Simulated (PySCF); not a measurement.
Two-dimensional NMR puzzle

Compound of formula C7H6ClN. Correlations simulated from computed shifts and the bond graph:

HSQC (one-bond C–H):
| δH | δC |
| --- | --- |
| 8.04 | 137.3 |
| 4.38 | 55.7 |
| 3.93 | 46.6 |
| 3.08 | 34.1 |

COSY cross peaks (H two or three bonds apart, from the bond graph; peaks can be absent where the dihedral angle is near 90°):
| δH | δH |
| --- | --- |
| 3.93 | 3.08 |

HMBC (two and three bonds, from the bond graph):
| δH | δC |
| --- | --- |
| 8.04 | 153.9, 138.9, 55.7, 34.1 |
| 4.38 | 153.9, 138.9, 137.3, 122.8 |
| 3.93 | 153.9, 34.1 |
| 3.08 | 153.9, 138.9, 137.3, 46.6 |

Carbons without hydrogens: δ 153.9, 138.9, 122.8.

- GFN2-xTB geometry
- NMR shieldings at PBE0/pcSseg-1/GIAO
- run in PySCF 2.14
- single conformer, no solvent, relativity neglected, fast rotation and ring inversion assumed for equivalent nuclei

Referencing at the same level of theory: ¹H (σ = 31.72 ppm) and ¹³C (σ = 186.93 ppm) vs TMS.

Exchangeable hydrogens are left out of these lists.

Q: Which molecule is this?

A: SMILES N#C/C=C1C=C\1CCCl.

Atom-mapped SMILES (the numbers label the heavy atoms): `[N:1]#[C:2]/[CH:3]=[C:4]1[CH:5]=[C:6]\1[CH2:7][CH2:8][Cl:9]` (H(Xn): hydrogen on atom n).

- δC 153.9 is C6, a fully substituted alkene carbon.
- δC 138.9 is C4, a fully substituted alkene carbon.
- δC 137.3 is C5, an alkene CH (δH 8.04).
- δC 122.8 is C2, a nitrile carbon.
- δC 55.7 is C3, an alkene CH (δH 4.38).
- δC 46.6 is C8, an sp3 CH2 bonded to Cl (δH 3.93).
- δC 34.1 is C7, an allylic sp3 CH2 (δH 3.08).
- HMBC from δH 8.04 reaches the proton-free carbons C6, C4.
- HMBC from δH 4.38 reaches the proton-free carbons C6, C4, C2.
- HMBC from δH 3.93 reaches the proton-free carbon C6.
- HMBC from δH 3.08 reaches the proton-free carbons C6, C4.
- COSY links 3.93–3.08.

The data come from this structure; uniqueness wasn't tested.

Carbons that carry Cl, above all several Cl atoms, come out too deshielded, partly because spin–orbit coupling is missing. Shifts are as computed. Against solution values, carbons near 30 ppm lie about +3 ppm off and those near 130 ppm about +5 ppm; carbons on Cl a further +6 ppm. Of 1211 compounds with measured shifts, 218 miss one by over three times the rms of a fit or turn the order of signals round; such compounds aren't used in these exercises.
